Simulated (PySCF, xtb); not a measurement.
C₅H₅Cl, SMILES C1=CC(=CC1)Cl. One conformer was computed; it need not be the lowest.

Harmonic wavenumbers (cm⁻¹) from GFN2-xTB in xtb 6.7.1 at its own minimum, in rising order: 214, 275, 340, 444, 553, 736, 757, 775, 855, 864, 891, 983, 1032, 1046, 1082, 1137, 1189, 1251, 1320, 1389, 1556, 1630, 2955, 2980, 3140, 3157, 3161.

Task: What does PBE0-D3(BJ)/def2-SVP in PySCF give at its own minimum? (An estimate is asked for; the answer gives what the named calculation found.)

Result: 215, 301, 357, 478, 593, 702, 761, 811, 883, 907, 953, 960, 998, 1077, 1107, 1160, 1227, 1304, 1368, 1397, 1605, 1676, 3048, 3090, 3243, 3265, 3270. Paired by order, the mean absolute difference is 46 cm⁻¹ and the zero-point energies are 51.1 and 52.5 kcal/mol.
